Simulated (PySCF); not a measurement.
Compound: C7H16AlN.
Structure used (PBE0-D3(BJ)/def2-SVP), in Å, numbered top down from 1:
```xyz
25
C7H16AlN angstrom
C      2.8265   -0.8209   -0.3416
C      1.7416   -0.2294    0.1577
C      0.5039    0.0583   -0.6400
C      0.2891    1.5785   -0.7576
C     -0.1296    2.1914    0.5866
Al    -1.1223    0.7604    1.5786
N     -0.7112   -0.5477    0.0003
C     -0.4916   -1.9330    0.4280
C     -1.8493   -0.5043   -0.9273
H      2.8570   -1.1833   -1.3746
H      3.7290   -0.9558    0.2596
H      1.7446    0.1272    1.1953
H      0.6211   -0.3954   -1.6432
H      1.2179    2.0094   -1.1693
H     -0.4812    1.7673   -1.5230
H     -0.7055    3.1156    0.4215
H      0.7606    2.4903    1.1666
H     -0.3659    0.0798    2.8267
H     -2.7292    0.7657    1.6319
H      0.3161   -1.9782    1.1672
H     -0.2293   -2.5763   -0.4306
H     -1.4113   -2.3135    0.8934
H     -2.7273   -0.9530   -0.4456
H     -1.6165   -1.0579   -1.8546
H     -2.1025    0.5317   -1.1814
```

Method used: PBE0-D3(BJ)/def2-SVP geometry optimisation, gas phase (PySCF 2.14.0).

Take the most abundant isotopes and a rigid rotor. The values belong to one conformer with, in the numbering `[CH2:1]=[CH:2][C@@H:3]1[CH2:4][CH2:5][AlH2-:6][N+:7]1([CH3:8])[CH3:9]`, C1–C2–C3–C4 -115°, C2–C3–C4–C5 -71°, C3–C4–C5–Al6 -29°, C4–C5–Al6–N7 3°, C5–Al6–N7–C8 145°.

Task: Give the principal moments of inertia and the rotational constants in cm⁻¹.

Result: Ia = 304.53, Ib = 403.81, Ic = 498.76 u·Å²; 505379 MHz·u·Å²/I gives 1660, 1252 and 1013 MHz, that is A = 0.05536, B = 0.04175, C = 0.03380 cm⁻¹.

Task: What kind of rotor is it?

Result: An asymmetric top; Ray's κ = -0.263.

Task: What does the inertial defect say?

Result: Not planar: Δ = Ic − Ia − Ib = -209.58 u·Å². For a rigid frame Δ = −2 Σ m c², so Σ m c² = 104.79 u·Å² lies off the ab plane: 30.71 from hydrogen and 74.09 from heavier atoms. The atom farthest from that plane is 2.45 Å away.

Task: List the rotational levels J(Ka,Kc) to J = 4 (MHz).

Result: Above 0(0,0):
J = 1: 1(0,1) 2265, 1(1,1) 2673, 1(1,0) 2911
J = 2: 2(0,2) 6717, 2(1,2) 6964, 2(1,1) 7679, 2(2,1) 8903, 2(2,0) 8981
J = 3: 3(0,3) 13242, 3(1,3) 13358, 3(1,2) 14771, 3(2,2) 15697, 3(2,1) 16044, 3(3,1) 18376, 3(3,0) 18393
J = 4: 4(0,4) 21778, 4(1,4) 21823, 4(1,3) 24095, 4(2,3) 24694, 4(2,2) 25561, 4(3,2) 27553, 4(3,1) 27663, 4(4,1) 31145, 4(4,0) 31148
Those of J = 1 are B + C, A + C and A + B.

Task: Predict some low-J microwave lines.

Result: The dipole components are |μa| = 2.86 D, |μb| = 2.20 D, |μc| = 2.66 D. The squared components, which scale the intensities, stand as 1.00 : 0.59 : 0.87 (a : b : c). Some lines, for components of 0.1 D or more:

| type | branch | J(Ka,Kc) | MHz | lower level (cm⁻¹) |
| --- | --- | --- | --- | --- |
| a | Q | 2(1,1) ← 2(1,2) | 715 | 0.232 |
| c | Q | 3(2,2) ← 3(1,2) | 927 | 0.493 |
| c | Q | 2(2,1) ← 2(1,1) | 1224 | 0.256 |
| b | Q | 3(2,1) ← 3(1,2) | 1273 | 0.493 |
| a | Q | 3(1,2) ← 3(1,3) | 1412 | 0.446 |
| b | Q | 3(1,2) ← 3(0,3) | 1529 | 0.442 |
| a | R | 1(0,1) ← 0(0,0) | 2265 | 0.000 |
| b | Q | 3(2,2) ← 3(1,3) | 2339 | 0.446 |
| b | R | 1(1,1) ← 0(0,0) | 2673 | 0.000 |
| c | R | 1(1,0) ← 0(0,0) | 2911 | 0.000 |
| b | R | 2(0,2) ← 1(1,1) | 4044 | 0.089 |
| a | R | 2(0,2) ← 1(0,1) | 4452 | 0.076 |
| b | R | 2(1,2) ← 1(0,1) | 4699 | 0.076 |
| c | R | 2(1,1) ← 1(0,1) | 5414 | 0.076 |
| b | R | 2(2,0) ← 1(1,1) | 6308 | 0.089 |
| a | R | 3(0,3) ← 2(0,2) | 6526 | 0.224 |
| b | R | 3(1,3) ← 2(0,2) | 6642 | 0.224 |
| a | R | 3(2,1) ← 2(2,0) | 7063 | 0.300 |
| c | R | 3(2,2) ← 2(1,2) | 8733 | 0.232 |
| b | R | 3(2,1) ← 2(1,2) | 9080 | 0.232 |
| b | R | 3(3,1) ← 2(2,0) | 9395 | 0.300 |

Task: Estimate the classical rotational partition function at 25 K, 50 K and 200 K.

Result: Point group C1, symmetry number σ = 1; q = (√π/σ)·√((kT/h)³/(ABC)), k/h = 20836.6 MHz/K: 14500 at 25 K, 41100 at 50 K, 329000 at 200 K.

Not checked by PBE0-D3(BJ)/def2-SVP frequencies. These are rigid-rotor constants of the computed structure; measured ground-state constants (B0) also hold zero-point vibration. A rigid rotor knows nothing of internal rotation, which can split or shift real lines. Quadrupole hyperfine structure (14N, 27Al) is left out.
